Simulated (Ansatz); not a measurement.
Ideal-gas functions of CH4BNO2, SMILES `NB(O)C=O` at 600 K and 1 bar, from an Ansatz frequency run at PBE0-D4/def2-TZVP.

Molar mass 72.86 g/mol, point group Cs (symmetry number 1), electronic degeneracy 1, moments of inertia 55.241, 127.951, 183.192 u Å². Harmonic wavenumbers (cm⁻¹, unscaled): 123, 204, 370, 437, 457, 522, 554, 631, 789, 894, 965, 993, 1316, 1406, 1477, 1628, 1791, 2863, 3613, 3721, 3890.

Use S(trans) = R[1.5 ln M + 2.5 ln T − 1.1517]; rotational temperatures θ = 24.2544 K / I; S(rot) = R[ln(√π/σ · √(T³/θAθBθC)) + 1.5]; for each mode x = 1.438777 ν̃/T, S = R[x/(eˣ − 1) − ln(1 − e⁻ˣ)] and H = RT x/(eˣ − 1); 1 cm⁻¹ = 0.0119627 kJ/mol; R = 8.31446 J/(mol·K).

Task: By hand: the entropy, in J/(mol·K).

Result: Translation 176.9. Rotation: θ = 0.4391, 0.1896, 0.1324 K, giving 115.8. Vibration, mode by mode: 18.50, 14.34, 9.58, 8.30, 7.96, 6.97, 6.54, 5.62, 4.15, 3.40, 2.98, 2.82, 1.53, 1.29, 1.12, 0.84, 0.61, 0.07, 0.01, 0.01, 0.01, in all 96.6. Electronic 0.0. Sum 389.3 J/(mol·K).

Task: By hand: H − E and G − E in kJ/mol, counted from the electronic energy.

Result: Zero-point energy ½ × 28644 × 0.0119627 = 171.3; thermal vibration 32.0; translation, rotation and pV give 4 RT = 20.0. H − E = 223.3 kJ/mol, and G − E = 223.3 − 600 × 389.3/1000 = -10.3 kJ/mol.

Vibration gives 25 % of the entropy, 18.5 J/(mol·K) of it from the mode under 150 cm⁻¹: soft modes count most, and the harmonic formula is weakest for them. The sum counts one conformer and one mirror image; others add a mixing term.
